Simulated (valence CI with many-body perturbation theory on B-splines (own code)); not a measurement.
Level structure of In18+

Computed by relativistic CI+MBPT: three valence electrons over a frozen Dirac-Fock core [Ar] 3d10, radial functions for each j: 11 s, 11 p, 9 d, 7 f, 5 g, 2 h, 1 i, with the one-electron correlation potential Σ1, the two-electron term Σ2, the three-electron term Σ3, Breit, model QED; selected CI, second order for the rest (own B-spline code, finite nucleus).

No measured levels were compared; by estimate levels hold to about 250 cm⁻¹ or 0.2 % of their energy and the worst to 1 %, as in measured heavy ions of charge 2 to 7; those with d or f electrons hold less well.

Levels 46 to 66 of 66, with energies above the lowest level, (4s^2 4p1/2) J=1/2. "Leading %" is the weight of the configuration and term that name the level; weights of strongly mixed levels are sums over their largest components and can fall short. In the jj column 3d3/2^4 stands for four electrons in 3d with j = 3/2. Lifetimes count E1, E2, E3, M1 and M2 decay at the calculated energies, and are blank where another channel may lead or the interval is too uncertain; long ones can be off by a factor of two.

```csv
No.,Configuration,Term,J,E (cm⁻¹),Leading %,Lifetime,Leading jj
46,4p2 4d,2F,7/2,1372700,39,45.5 ps,4p1/2 4p3/2 4d3/2 (78 %)
47,4p2 4d,2P,3/2,1374000,39,17.8 ps,4p1/2 4p3/2 4d3/2 (88 %)
48,4p2 4d,4D,1/2,1376600,84,20.6 ps,4p1/2 4p3/2 4d3/2 (97 %)
49,4p2 4d,4F,7/2,1380800,45,32.8 ps,4p1/2 4p3/2 4d5/2 (96 %)
50,4p2 4d,4F,9/2,1393900,53,41.1 ps,4p1/2 4p3/2 4d5/2 (90 %)
51,4p2 4d,4D,5/2,1403600,45,15.6 ps,4p1/2 4p3/2 4d5/2 (71 %)
52,4p2 4d,4D,3/2,1403600,42,13.1 ps,4p1/2 4p3/2 4d5/2 (79 %)
53,4p2 4d,2G,7/2,1421400,54,24.7 ps,4p1/2 4p3/2 4d5/2 (51 %)
54,4p2 4d,4P,5/2,1433600,51,5.01 ps,4p1/2 4p3/2 4d5/2 (61 %)
55,4p2 4d,4P,3/2,1437900,45,5.00 ps,4p1/2 4p3/2 4d3/2 (74 %)
56,4p2 4d,4P,1/2,1438800,36,6.29 ps,4p1/2 4p3/2 4d3/2 (65 %)
57,4p2 4d,4D,7/2,1457900,50,28.0 ps,4p3/2^2 4d5/2 (92 %)
58,4p2 4d,2D,5/2,1459700,43,5.49 ps,4p1/2 4p3/2 4d3/2 (37 %)
59,4p2 4d,2G,9/2,1464300,47,37.5 ps,4p3/2^2 4d5/2 (87 %)
60,4p2 4d,2P,1/2,1465300,65,5.94 ps,4p3/2^2 4d3/2 (32 %)
61,4p2 4d,2D,3/2,1470300,78,12.1 ps,4p1/2 4p3/2 4d5/2 (66 %)
62,4p2 4d,2P,1/2,1485900,57,7.81 ps,4p1/2 4p3/2 4d5/2 (58 %)
63,4p2 4d,2D,3/2,1487600,47,5.19 ps,4p3/2^2 4d3/2 (84 %)
64,4p2 4d,2F,5/2,1493000,31,4.74 ps,4p3/2^2 4d3/2 (58 %)
65,4p2 4d,2F,7/2,1509600,66,4.74 ps,4p3/2^2 4d3/2 (54 %)
66,4p2 4d,2S,1/2,1529100,53,5.76 ps,4p3/2^2 4d5/2 (44 %)
```
